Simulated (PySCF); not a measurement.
C$_{3}$H$_{9}$Ga, charge +1, quartet, geometry from GFN2-xTB of the parent state (such geometries of metal compounds can be far from the true shape) (a state made from the parent by changing its charge; the spin is typed, not shown lowest); PySCF with DF-CAMB3LYP/6-31G*.

Here is a job for PySCF.
```python
from pyscf import gto, scf, dft

mol = gto.M(
    atom='''
Ga   -0.10800861   -0.11117636   -0.00855833
C    -1.53757200   -1.54702988   -0.14739831
H    -1.35825288   -2.16902201   -1.03024106
H    -2.52351774   -1.07925486   -0.23737894
H    -1.51426668   -2.17951398    0.74618352
C     0.16620875    1.82685741   -0.91483743
H     1.16046342    1.86214239   -1.35894055
H     0.04128769    2.57037161   -0.12792575
H    -0.62646567    1.87693107   -1.66125405
C     1.73427024    0.09315134    1.09157959
H     1.70336765    1.03473657    1.63910385
H     2.54834324    0.06614606    0.36764782
H     1.73986585   -0.77394293    1.75205008
''',
    basis='6-31g*',
    charge=1,
    spin=3,
    verbose=4,
)

mf = dft.ROKS(mol)
mf.xc = 'camb3lyp'
mf = mf.density_fit(auxbasis='def2-universal-jkfit')
mf.kernel()
```

Task: What does PySCF print? Leave out banner, timings and long lists.

Result: 
```
PySCF version 2.14.0

[INPUT] verbose = 4
[INPUT] num. atoms = 13
[INPUT] num. electrons = 57
[INPUT] charge = 1
[INPUT] spin (= nelec alpha-beta = 2S) = 3
[INPUT] symmetry False subgroup None
[INPUT] Mole.unit = angstrom
[INPUT] Symbol           X                Y                Z      unit          X                Y                Z       unit  Magmom
[...]
nuclear repulsion = 258.107422219536
number of shells = 48
number of NR pGTOs = 212
number of NR cGTOs = 92
basis = 6-31g*
ecp = {}

******** <class 'pyscf.df.df_jk.DFROKS'> ********
method = DFROKS
initial guess = minao
damping factor = 0
level_shift factor = 0
DIIS = <class 'pyscf.scf.diis.CDIIS'>
diis_start_cycle = 1
diis_space = 8
diis_damp = 0
SCF conv_tol = 1e-09
SCF conv_tol_grad = None
SCF max_cycles = 50
direct_scf = False
num. doubly occ = 27  num. singly occ = 3
XC library pyscf.dft.libxc version 7.1.2
    S. Lehtola, C. Steigemann, M. J. T. Oliveira, and M. A. L. Marques,  SoftwareX 7, 1–5 (2018)
XC functionals = camb3lyp
    T. Yanai, D. P. Tew, and N. C. Handy,  Chem. Phys. Lett. 393, 51 (2004)
radial grids:
    Treutler-Ahlrichs [JCP 102, 346 (1995); DOI:10.1063/1.469408] (M4) radial grids

becke partition: Becke, JCP 88, 2547 (1988); DOI:10.1063/1.454033
pruning grids: <function nwchem_prune>
grids dens level: 3
symmetrized grids: False
atomic radii adjust function: <function treutler_atomic_radii_adjust>
small_rho_cutoff = 0
Set gradient conv threshold to 3.16228e-05
tot grids = 151536
******** <class 'pyscf.df.df.DF'> ********
auxbasis = def2-universal-jkfit
Create RSH-DF object <pyscf.df.df.DF object> for omega=0.33
******** <class 'pyscf.df.df.DF'> ********
auxbasis = auxmol.basis = def2-universal-jkfit
init E= -2043.58255335905
[...]
cycle= 1 E= -2043.77237902701  delta_E= -0.19  |g|= 0.492  |ddm|= 2.79
[...]
cycle= 2 E= -2043.77868077662  delta_E= -0.0063  |g|= 0.62  |ddm|= 1.79
[...]
cycle= 3 E= -2043.82306954484  delta_E= -0.0444  |g|= 0.0324  |ddm|= 0.429
[...]
cycle= 4 E= -2043.82650036715  delta_E= -0.00343  |g|= 0.0451  |ddm|= 0.509
[...]
cycle= 5 E= -2043.82848474755  delta_E= -0.00198  |g|= 0.0325  |ddm|= 0.173
[...]
cycle= 6 E= -2043.83177192307  delta_E= -0.00329  |g|= 0.0391  |ddm|= 0.326
[...]
cycle= 7 E= -2043.83356908094  delta_E= -0.0018  |g|= 0.0406  |ddm|= 0.167
[...]
cycle= 8 E= -2043.82756373256  delta_E= 0.00601  |g|= 0.0209  |ddm|= 0.632
[...]
cycle= 9 E= -2043.82177435111  delta_E= 0.00579  |g|= 0.0325  |ddm|= 0.709
[...]
cycle= 10 E= -2043.8199477283  delta_E= 0.00183  |g|= 0.0471  |ddm|= 0.283
[...]
cycle= 11 E= -2043.82545934005  delta_E= -0.00551  |g|= 0.0367  |ddm|= 0.826
[...]
cycle= 12 E= -2043.82420095905  delta_E= 0.00126  |g|= 0.0259  |ddm|= 0.21
[...]
cycle= 13 E= -2043.82440030686  delta_E= -0.000199  |g|= 0.0314  |ddm|= 0.0584
[...]
cycle= 14 E= -2043.82525056229  delta_E= -0.00085  |g|= 0.0472  |ddm|= 0.208
[...]
cycle= 15 E= -2043.82230660926  delta_E= 0.00294  |g|= 0.0194  |ddm|= 0.586
[...]
cycle= 16 E= -2043.82179685001  delta_E= 0.00051  |g|= 0.0177  |ddm|= 0.119
[...]
cycle= 17 E= -2043.82178088389  delta_E= 1.6e-05  |g|= 0.0188  |ddm|= 0.0389
[...]
cycle= 18 E= -2043.82077961916  delta_E= 0.001  |g|= 0.0101  |ddm|= 0.366
[...]
cycle= 19 E= -2043.82040826176  delta_E= 0.000371  |g|= 0.00979  |ddm|= 0.215
[...]
cycle= 20 E= -2043.82015045761  delta_E= 0.000258  |g|= 0.0141  |ddm|= 0.236
[...]
cycle= 21 E= -2043.82014652959  delta_E= 3.93e-06  |g|= 0.0148  |ddm|= 0.0502
[...]
cycle= 22 E= -2043.82013748255  delta_E= 9.05e-06  |g|= 0.0147  |ddm|= 0.0358
[...]
cycle= 23 E= -2043.82023234137  delta_E= -9.49e-05  |g|= 0.00938  |ddm|= 0.0959
[...]
cycle= 24 E= -2043.82030718026  delta_E= -7.48e-05  |g|= 0.0023  |ddm|= 0.0634
[...]
cycle= 25 E= -2043.8203144539  delta_E= -7.27e-06  |g|= 0.000554  |ddm|= 0.0504
[...]
cycle= 26 E= -2043.8203160908  delta_E= -1.64e-06  |g|= 0.000886  |ddm|= 0.0118
[...]
cycle= 27 E= -2043.82031660701  delta_E= -5.16e-07  |g|= 0.00104  |ddm|= 0.00369
[...]
cycle= 28 E= -2043.82031548633  delta_E= 1.12e-06  |g|= 0.000898  |ddm|= 0.00692
[...]
cycle= 29 E= -2043.82031503091  delta_E= 4.55e-07  |g|= 0.00085  |ddm|= 0.00324
[...]
cycle= 30 E= -2043.82031298459  delta_E= 2.05e-06  |g|= 0.000407  |ddm|= 0.0207
[...]
cycle= 31 E= -2043.82031245478  delta_E= 5.3e-07  |g|= 7.77e-05  |ddm|= 0.0194
[...]
cycle= 32 E= -2043.82031245132  delta_E= 3.46e-09  |g|= 1.7e-05  |ddm|= 0.00204
[...]
cycle= 33 E= -2043.82031245168  delta_E= -3.56e-10  |g|= 9.81e-06  |ddm|= 0.000206
[...]
Extra cycle  E= -2043.82031245181  delta_E= -1.29e-10  |g|= 7.54e-06  |ddm|= 6.89e-05
converged SCF energy = -2043.82031245181
```
